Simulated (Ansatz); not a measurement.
MnO3F⁻. The state is a doublet with charge -1. Geometry B3LYP-D4/def2-SVP, that of the neutral singlet; atoms count from 1.

Cartesian coordinates in Å:
```
Mn -0.0234 0.0333 0.0229
O 0.4594 1.4110 -0.4889
O -1.5340 -0.1483 -0.2565
O 0.2684 -0.1144 1.5348
F 0.8296 -1.1815 -0.8123
```

Problem. Estimate the Mulliken populations from the PBE0/def2-TZVPD orbitals of Ansatz.

Solution. 
```tsv
atom	charge (e)	spin (α − β)	d electrons
Mn1	2.07	0.79	5.00
O2	-0.78	-0.06	–
O3	-0.81	0.13	–
O4	-0.81	0.13	–
F5	-0.66	0.01	–
```
Mulliken values and Mayer orders depend strongly on the basis. With diffuse functions, as here, like atoms can get unlike values, and bond orders can come out too low or too high.

Problem. Where does the spin sit?

Solution. Summed by element: Mn 0.79, O 0.19, F 0.01, of 1 unpaired in all. Largest on single atoms: Mn1 0.79, O3 0.13, O4 0.13.

Problem. And the Mayer bond orders between bonded heavy atoms (over 0.3)?

Solution. Mn1–O2 1.35 (1.55 Å); Mn1–O3 1.32 (1.55 Å); Mn1–O4 1.32 (1.55 Å).
